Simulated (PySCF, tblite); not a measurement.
Isomers of C7H9 (doublet state). Computed values, GFN2-xTB/tblite, gas phase, harmonic and unscaled. The method is semi-empirical: single wavenumbers can be off by several per cent or more. One conformer each. Open shells enter through the occupations alone, without spin polarisation, and single modes of such species can be off by tens of per cent.

Electronic energies: B3LYP/pcH-1 single points on the GFN2-xTB geometries (PySCF, gas phase).

```
                   SMILES  electronic energy, lowest = 0 (kcal/mol)
      C=[C][C@H]1C=C(C)C1                                      53.4
     C=C[C@@H]1[C]=C(C)C1                                      57.5
CC1=C[C@@H]2[CH][C@@H]2C1                                      38.6
            CC[C]1C=CC=C1                                       0.0
```

Problem. How do GFN2-xTB zero-point energies change the relative energies?

Solution. 
| SMILES | ZPE (kcal/mol) | of it from modes above 1550 cm⁻¹ | electronic (kcal/mol) | with ZPE, lowest = 0 (kcal/mol) | lowest mode (cm⁻¹) | rings |
| --- | --- | --- | --- | --- | --- | --- |
| CC[C]1C=CC=C1 | 83.6 | 39.5 | 0.0 | 0.0 | 19 | 1 |
| CC1=C[C@@H]2[CH][C@@H]2C1 | 83.8 | 41.4 | 38.6 | 38.8 | 120 | 2 |
| C=[C][C@H]1C=C(C)C1 | 81.8 | 43.6 | 53.4 | 51.6 | 56 | 1 |
| C=C[C@@H]1[C]=C(C)C1 | 83.0 | 43.8 | 57.5 | 56.9 | 76 | 1 |

The zero-point energies span 2.0 kcal/mol, from `C=[C][C@H]1C=C(C)C1` to `CC1=C[C@@H]2[CH][C@@H]2C1`. The order is unchanged.

Problem. And how do the electronic energies of GFN2-xTB itself compare?

Solution. `CC[C]1C=CC=C1` 0.0; `CC1=C[C@@H]2[CH][C@@H]2C1` 30.6; `C=[C][C@H]1C=C(C)C1` 55.5; `C=C[C@@H]1[C]=C(C)C1` 61.7 kcal/mol, lowest = 0. Against the energies above, taken from the same isomer `CC[C]1C=CC=C1`, the largest difference is 8.0 kcal/mol.

Problem. What do entropy and thermal enthalpy add at 298.15 K and 1 bar (rigid rotor, harmonic oscillator, one conformer each)?

Solution. 
| SMILES | point group | symmetry number | S (cal/(mol K)) | H − H(0) (kcal/mol) | ZPE + H − H(0) − TS (kcal/mol) |
| --- | --- | --- | --- | --- | --- |
| CC1=C[C@@H]2[CH][C@@H]2C1 | C1 | 1 | 80.8 | 4.76 | 64.5 |
| C=[C][C@H]1C=C(C)C1 | C1 | 1 | 88.9 | 5.66 | 60.9 |
| C=C[C@@H]1[C]=C(C)C1 | C1 | 1 | 87.3 | 5.46 | 62.4 |

S holds R ln(2S + 1) for the spin.

Not tabulated: `CC[C]1C=CC=C1` (lowest mode only 19 cm⁻¹).
